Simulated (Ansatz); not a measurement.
Z-matrix (Å, degrees):
```
C
N 1 1.436
Si 1 1.895 2 109.4
H 1 1.102 2 113.6 3 -123.0
H 1 1.096 2 108.9 3 116.6
C 2 1.259 1 118.7 3 110.4
C 3 1.866 1 111.2 2 56.7
H 3 1.491 1 107.7 2 178.5
H 3 1.490 1 108.0 2 -64.9
H 6 1.099 2 123.2 1 2.2
H 6 1.089 2 119.3 1 -178.1
H 7 1.092 3 111.1 1 -177.2
H 7 1.092 3 110.0 1 -56.9
H 7 1.093 3 110.8 1 62.5
```

The species carries charge 0 and has multiplicity 1.

Question: List the ωB97M-V/def2-TZVPP orbital energies in eV (the Gaussian-basis code of Ansatz). (Estimate.)

Answer: Ansatz gave: Occupied: -1806.60, -394.84, -282.42, -281.81, -280.86, -147.69, -101.80, -101.80, -101.78, -28.65, -22.78, -22.04, -18.96, -16.81, -15.95, -15.61, -14.09, -13.88, -13.53, -12.51, -11.45, -11.28, -10.12, -9.78. Lowest empty: 1.72, 2.56, 2.71, 3.34, 3.79, 4.12, 4.18, 4.54.
